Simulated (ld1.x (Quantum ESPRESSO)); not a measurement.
**Reading a pseudo-wave (Pd (Z = 46))**

Columns: radius, all-electron u(r) and pseudo u(r) of the 5s shell (level -11.00 eV) of palladium in the configuration [Ar] 3d10 4s2 4p6 4d9 5s0 5p0; PBEsol, scalar-relativistic, PAW scheme, ld1.x (Quantum ESPRESSO) 7.5.

```
r (bohr)  all-electron  pseudo
   0.130       -0.0787  0.0487
   0.260        0.1895  0.0973
   0.390        0.0860  0.1459
   0.520       -0.1405  0.1943
   0.650       -0.2826  0.2424
   0.780       -0.3030  0.2900
   0.910       -0.2322  0.3368
   1.040       -0.1113  0.3825
   1.170        0.0274  0.4266
   1.300        0.1639  0.4686
   1.430        0.2873  0.5082
   1.560        0.3927  0.5445
   1.690        0.4788  0.5771
   1.820        0.5462  0.6054
   1.950        0.5965  0.6289
   2.080        0.6315  0.6469
   2.210        0.6533  0.6592
   2.340        0.6639  0.6655
   2.470        0.6652  0.6654
   2.600        0.6589  0.6589
   2.730        0.6464  0.6464
   2.860        0.6291  0.6291
   2.990        0.6082  0.6082
   3.120        0.5846  0.5846
   3.250        0.5591  0.5591
   3.380        0.5323  0.5323
```

**Question.** How many radial nodes do the two functions have?

**Answer.** The all-electron 5s function has n − l − 1 = 4 (the table is too coarse to show those close to the nucleus); the pseudo-wave has 0, since the states of the same l below it are removed with the core.

**Question.** At about which radius was the pseudo-wave matched?

**Answer.** 2.60 bohr, where the columns begin to agree (steps of 0.13 bohr).

**Question.** Where does each function peak?

**Answer.** Outermost all-electron maximum near 2.47 bohr, pseudo maximum near 2.34 bohr (to the table’s step).

**Question.** Is the pseudo-wave norm-conserving?

**Answer.** No, it belongs to a PAW set: the norm inside the radius is not constrained, and the difference is carried by the augmentation charge.
